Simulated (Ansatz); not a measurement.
Ansatz (an electronic-structure program) input:

Ansatz 0.2 input:
```yaml
crystal:
  periodic: [false, false, false]
  atoms:
    - {symbol: C, position_ang: [-0.95874596, 0.74429262, -0.19650837]}
    - {symbol: C, position_ang: [0.31886765, 1.15752151, -0.14592291]}
    - {symbol: C, position_ang: [1.20753026, -0.02453827, 0.11022904]}
    - {symbol: C, position_ang: [0.24029220, -1.16888422, 0.19696565]}
    - {symbol: C, position_ang: [-1.00767397, -0.70433293, 0.01700432]}
    - {symbol: H, position_ang: [-1.82484590, 1.36799665, -0.36670979]}
    - {symbol: H, position_ang: [0.67781162, 2.16848402, -0.26627188]}
    - {symbol: H, position_ang: [1.78868017, 0.09183962, 1.03299620]}
    - {symbol: H, position_ang: [1.94092260, -0.16762902, -0.69254053]}
    - {symbol: H, position_ang: [0.53049914, -2.19303815, 0.37657217]}
    - {symbol: H, position_ang: [-1.91468873, -1.29200543, 0.02534749]}
basis:
  gaussian:
    orbitals: def2-TZVPD
hamiltonian:
  xc: {name: B2PLYP}
magnetization: {spin_polarized: true, initial_magnetization: 2}
correlation: {electrons: outside_noble_gas}
```

Q: What final total energy does it print?

A: -193.86698 Eh (B2PLYP/def2-TZVPD). The basis has 239 functions.

This state (charge 0, triplet) is run at the relaxed geometry of the species with charge 0 and multiplicity 1, and is a spin state other than that species' own.
